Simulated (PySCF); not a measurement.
## Gas-phase XPS of `N#CC(Cl)=[Se]`, computed

C₂ClNSe.
SMILES with atom numbers: `[N:1]#[C:2][C:3]([Cl:4])=[Se:5]`

Level of theory: delta-SCF UKS SCAN, pcX-2 on the ionised atom, pcseg-1 elsewhere, spin-free X2C in PySCF 2.14.0. Binding energies are ΔSCF values: E(core-ionised, relaxed orbitals) − E(ground state) at a fixed geometry, referred to the vacuum level.

Problem. What binding energy does each computed site have?

Solution. 
```json
{"atom(s)": "Cl4", "environment": "chlorine bonded to C", "level": "Cl 2p3/2", "binding energy (eV)": "207.37", "2p1/2 (eV)": "209.02", "count": "1"}
{"atom(s)": "C2", "environment": "nitrile carbon", "level": "C 1s", "binding energy (eV)": "293.05", "2p1/2 (eV)": "–", "count": "1"}
{"atom(s)": "N1", "environment": "nitrile nitrogen", "level": "N 1s", "binding energy (eV)": "405.70", "2p1/2 (eV)": "–", "count": "1"}
{"atom(s)": "Cl4", "environment": "chlorine bonded to C", "level": "Cl 1s", "binding energy (eV)": "2829.94", "2p1/2 (eV)": "–", "count": "1"}
```

Problem. Which photon wavelength matches the Cl 2p3/2 of Cl4 threshold?

Solution. λ = hc/E = 12398.42 eV Å / 207.37 eV = 59.789 Å.

The list is incomplete; no value stands for C 1s of C3 (hole states with ⟨S²⟩ of 1 or more are left out). Spin contamination (⟨S²⟩ against 0.75 for a pure doublet) is marked for N 1s of N1 (0.92) and C 1s of C2 (0.95), which makes these values less certain. Spin–orbit and ligand-field terms were added within each 2p shell after the spin-free SCF. 2p1/2 minus 2p3/2 (ligand field included): Cl 1.65 eV. No level of selenium is listed. Geometry: PBE0-D3(BJ)/def2-SVP; no solvent, vibrations or thermal averaging.

On one thread, Arm Neoverse V1 (shared host), this took 20 s wall.
